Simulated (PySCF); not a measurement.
CdH4SeSi, SMILES [SiH3][Cd][SeH].

Geometry optimised at B3LYP-D3(BJ)/def2-SVP. The def2 effective core potentials stand for the cores of Cd; spin–orbit coupling is left out. One conformer was computed; it need not be the lowest.

All values below come from PBE/def2-TZVPD in PySCF.

```
Property                                                                                                        Result
---------------------------------------------------------------------------------------------  -----------------------
total energy                                                                                       -2860.74633 hartree
highest occupied level                                                                                        -5.64 eV
lowest empty level                                                                                            -1.94 eV
orbital gap                                                                                                    3.70 eV
dipole moment                                                                                                   1.51 D
quadrupole, principal values (traceless, Buckingham form, about the centre of nuclear charge)    -8.33, 0.81, 7.52 D·Å
mean static polarisability                                                                      108.9 bohr³ (16.14 Å³)
polarisability, principal values                                                               79.1, 81.1, 166.5 bohr³
```
